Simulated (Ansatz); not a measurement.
Zr₂Se₄⁺, 6 atoms. Hardware: 4 threads of Intel Xeon on a shared host.

In the def2 sets Zr takes a core potential; there is no spin–orbit coupling. Correlated methods freeze 36 core orbitals; core or outer-core shells of Zr, Se are correlated, in sets that lack core-valence functions.

How many basis functions does each of these Ansatz runs have, and roughly what does it cost? MP2/def2-TZVP, charge 1 doublet, energy, from earlier orbitals; r2SCAN-D4/def2-TZVP, charge 1 doublet, energy, from earlier orbitals; B97M-V/def2-TZVP, charge 1 doublet, energy, from earlier orbitals; PBE0-D4/def2-SVP, charge 1 doublet, energy, from earlier orbitals; r2SCAN-D4/def2-SVP, charge 1 doublet, relaxation, 17 steps; PBE-D4/def2-SVP, charge 1 doublet, energy, from earlier orbitals; PBE0-D4/def2-TZVP, charge 1 doublet, energy, from earlier orbitals; PBE-D4/def2-TZVP, charge 1 doublet, energy and forces, from earlier orbitals; PBE0-D4/def2-SVP, charge 1 doublet, energy with a search over starts; RPA@PBE/def2-TZVP, charge 1 doublet, energy, from earlier orbitals; B3LYP-D4/def2-TZVP, charge 1 doublet, energy, from earlier orbitals; BLYP-D4/def2-TZVP, charge 1 doublet, energy, from earlier orbitals.

Other jobs shared the machine, so times can vary by a factor of up to 3. A dash marks memory too small to be measured apart from the calling script's.

| run | functions | fitting or Cholesky vectors | wall time | peak host memory (GiB) |
| --- | --- | --- | --- | --- |
| PBE-D4/def2-SVP, charge 1 doublet, energy, from earlier orbitals | 190 | 1940 | 7.5 s | – |
| BLYP-D4/def2-TZVP, charge 1 doublet, energy, from earlier orbitals | 272 | 2190 | 14 s | 0.71 |
| PBE0-D4/def2-SVP, charge 1 doublet, energy, from earlier orbitals | 190 | 1888 | 15 s | 1.2 |
| PBE-D4/def2-TZVP, charge 1 doublet, energy and forces, from earlier orbitals | 272 | 2190 | 16 s | 0.7 |
| RPA@PBE/def2-TZVP, charge 1 doublet, energy, from earlier orbitals | 272 | 2042 | 29 s | 1.2 |
| PBE0-D4/def2-TZVP, charge 1 doublet, energy, from earlier orbitals | 272 | 2042 | 33 s | 1.6 |
| r2SCAN-D4/def2-TZVP, charge 1 doublet, energy, from earlier orbitals | 272 | 2190 | 34 s | 0.85 |
| B3LYP-D4/def2-TZVP, charge 1 doublet, energy, from earlier orbitals | 272 | 2042 | 34 s | 1.6 |
| MP2/def2-TZVP, charge 1 doublet, energy, from earlier orbitals | 272 | 2042 | 42 s | 1.8 |
| PBE0-D4/def2-SVP, charge 1 doublet, energy with a search over starts | 190 | 1888 | 44 s | 1.3 |
| B97M-V/def2-TZVP, charge 1 doublet, energy, from earlier orbitals | 272 | 2190 | 46 s | 1.2 |
| r2SCAN-D4/def2-SVP, charge 1 doublet, relaxation, 17 steps | 190 | 1940 | 3.3 min | – |
